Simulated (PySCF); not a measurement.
Isomers of C7H7ClS, one GFN2-xTB conformer each. Single-point energies are computed at PBE0/def2-SVPD (PySCF, gas phase, no added dispersion term), electronic only.

Question: Rank them by PBE0/def2-SVPD energy, lowest first (kJ/mol).
A. `[CH:1]#[C:2][C@@H:3]1[CH2:4][CH2:5][C@@H:6]([Cl:7])[C:8]1=[S:9]` with C2–C3–C4–C5 -87°, C3–C4–C5–C6 -39°, C4–C5–C6–Cl7 -81°, C5–C6–C8–S9 163°
B. `[CH2:1]=[CH:2][c:3]1[s:4][cH:5][c:6]([CH3:7])[c:8]1[Cl:9]` with C1–C2–C3–S4 0°
C. `[CH3:1][S:2][c:3]1[cH:4][cH:5][cH:6][c:7]([Cl:8])[cH:9]1` with C1–S2–C3–C4 180°
D. `[Cl:1][c:2]1[s:3][cH:4][cH:5][c:6]1[CH:7]1[CH2:8][CH2:9]1` with C5–C6–C7–C8 -102°

Answer: C (0.0), B (65.5), D (107.0), A (249.9).

As drawn, the lowest has an aromatic ring, which the highest lacks; the highest has a C≡C bond and a C=S bond, which the lowest lacks. GFN2-xTB itself gives, in the same order: 0.0, 46.7, 68.8, 177.2. Both levels put the same isomer lowest; measured from each level's own lowest isomer, the values differ by up to 72.7 kJ/mol (C#C[C@@H]1CC[C@@H](Cl)C1=S: 177.2 against 249.9).

Which frontier levels, dipoles and rotational constants go with these structures?

| SMILES | HOMO (eV, PBE0/def2-SVPD) | LUMO (eV) | dipole (D) | A, B, C (MHz) |
| --- | --- | --- | --- | --- |
| CSc1cccc(Cl)c1 | -6.32 | -0.67 | 0.99 | 2003, 749.6, 547.4 |
| C=Cc1scc(C)c1Cl | -6.39 | -1.47 | 1.12 | 1608, 1113, 660.4 |
| Clc1sccc1C1CC1 | -6.63 | -0.73 | 1.75 | 1695, 1061, 681.8 |
| C#C[C@@H]1CC[C@@H](Cl)C1=S | -6.73 | -2.79 | 2.98 | 1735, 1006, 710.5 |
